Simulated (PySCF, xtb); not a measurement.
C2H10O2Si2, SMILES O[C@@H](C)[SiH2]O[SiH3]. One conformer was computed; it need not be the lowest.

Harmonic wavenumbers (cm⁻¹) from xtb 6.7.1 with GFN2-xTB at its own minimum, in rising order: 17, 49, 67, 77, 153, 209, 224, 340, 359, 452, 518, 540, 598, 607, 610, 639, 749, 759, 768, 789, 828, 938, 996, 1071, 1085, 1106, 1185, 1276, 1346, 1401, 1489, 1502, 2230, 2250, 2276, 2299, 2307, 2947, 3006, 3016, 3038, 3543.

Question: What does PBE-D3(BJ)/def2-SVP run with PySCF give at its own minimum? (The exact figures need the calculation; the answer reports its results.)

Answer: 33, 50, 79, 91, 149, 206, 254, 349, 445, 463, 570, 591, 636, 676, 714, 715, 843, 885, 911, 916, 922, 949, 973, 1024, 1061, 1067, 1171, 1261, 1328, 1364, 1407, 1424, 2138, 2158, 2162, 2166, 2188, 2959, 2982, 3049, 3059, 3634. Paired by order, the mean absolute difference is 54 cm⁻¹ and the zero-point energies are 71.0 and 71.5 kcal/mol.
